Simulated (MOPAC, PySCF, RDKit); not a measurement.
Pair of molecules: CHN (SMILES C#N) (first 3 atoms) with HI (SMILES I); geometry from B3LYP-D3(BJ)/def2-TZVP, rigid monomers moved along the line of their centres of mass till N2···H5 is 2.59 Å.
(charge 0, multiplicity 1):
```xyz
5

C     -0.7573    -0.5720    -0.3179
N     -0.2026    -0.3001     0.6459
H     -1.2741    -0.8261    -1.2163
I      1.9070     0.6774     4.1515
H      1.0865     0.3025     2.8044
```

Counterpoise-corrected where a basis set is named; no monomer relaxation. Rows marked so take none. RDKit's UFF carries no charges.

Rows in 3-21G carry no dispersion term and start afresh at each structure; the Pople sets are all-electron and without relativity. The state that PM6 reach isn't checked.

Run with MOPAC for PM6 (differences of heats of formation); PySCF for 3-21G rows; RDKit for the force fields. Values without a source in brackets are computed.

Problem. One of these levels gives -2.54 kcal/mol for the interaction energy. Which?
A. PM6
B. B3LYP/3-21G (no counterpoise)
C. UFF

Solution. A, PM6. The others give 0.14 (UFF), -3.38 (B3LYP/3-21G (no counterpoise))
